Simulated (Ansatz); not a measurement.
Cost and result for the atomization energy of GaH₆NO₃ (`[NH3+][Ga-]([OH])([OH])[OH]`) (11 atoms, 10 bonds).

```xyz
11

N     0.321   -0.177   -1.480
Ga   -0.118    0.065    0.543
O    -1.922    0.144    0.428
O     0.775    1.612    0.840
O     0.620   -1.464    1.170
H    -0.538   -0.172   -2.018
H     0.800   -1.059   -1.621
H     0.917    0.582   -1.793
H    -2.355   -0.538    0.944
H     0.203    2.312    1.158
H     1.297   -1.304    1.829
```

The species carries charge 0 and has multiplicity 1. Correlated methods include outer-core shells of Ga, which these sets cover unevenly. Scalar relativity is left out up to krypton. The structure was optimised at the PBE0-D4/def2-TZVP level. It is one conformer, not always the lowest. Program: Ansatz. All runs use 4 threads of an Intel Xeon Platinum 8488C on a shared host. Times are those of one run each, without the atoms' runs, and a repeat can differ threefold. Electronic energies, without spin–orbit coupling; frozen cores. CCSD(T)/CBS adds CCSD(T) − MP2 in def2-TZVPP to the MP2 limit, and its time is that of the two runs behind it. T1 = 0.012. With those shells the extrapolation isn't a true limit. B3LYP takes the VWN-RPA correlation (the form of Gaussian; ORCA's B3LYP/G). HSE06 is the plane-wave form, built on full-range PBE exchange.

CCSD(T)/CBS is a level of theory with its own doubt, some kJ/mol a heavy atom from the limit and from the frozen cores, so smaller differences don't rank the functionals.

```csv
level,functions,wall time,atomization (kJ/mol),difference from CCSD(T)/CBS,per bond
revPBE-D4/def2-TZVPP,256,1.5 s,3772.9,-111.5,-11.2
BLYP-D4/def2-TZVPP,256,1.6 s,3834.3,-50.1,-5.0
BHLYP-D4/def2-TZVPP,256,3 s,3653.2,-231.2,-23.1
HSE06-D4/def2-TZVPP,256,3.1 s,3787.3,-97.1,-9.7
r2SCANh-D4/def2-TZVPP,256,3.5 s,3794.9,-89.5,-8.9
B3LYP-D4/def2-TZVPP (with forces),256,3.7 s,3813.2,-71.2,-7.1
B2PLYP/def2-TZVPP,256,4.6 s,3799.8,-84.6,-8.5
PBE-QIDH/def2-TZVPP,256,5.5 s,3781.7,-102.7,-10.3
CCSD(T)/def2-SVP,118,7.5 s,3573.2,-311.2,-31.1
ωB97M-V/def2-TZVPP (with forces),256,8.5 s,3842.7,-41.7,-4.2
MP2/def2-QZVPP,497,20 s,3935.8,51.4,5.1
CCSD(T)/def2-TZVPP,256,3 min,3768.5,-115.9,-11.6
CCSD(T)/CBS(def2),–,3.3 min,3884.4,0.0,0.0
```

Leaving LDA and LC-ωPBE aside and taking each functional with its dispersion term where it has one, the values, not all of them listed here, spread over 241.7 kJ/mol, from BHLYP-D4 to PBE-D4. LDA lies +588.2 kJ/mol from PBE without D4, its usual overbinding. From r2SCAN to r2SCAN0 (25 % exact exchange), in def2-TZVPP and without D4, the atomization energy moves by −99.4 kJ/mol: exact exchange takes away binding that semilocal exchange gives to molecules. At CCSD(T), def2-SVP lies −311.2 kJ/mol from the extrapolated value and def2-TZVPP −115.9 kJ/mol: correlation converges slowly with the basis, and small sets miss more of it in the bonded molecule than in its fragments.
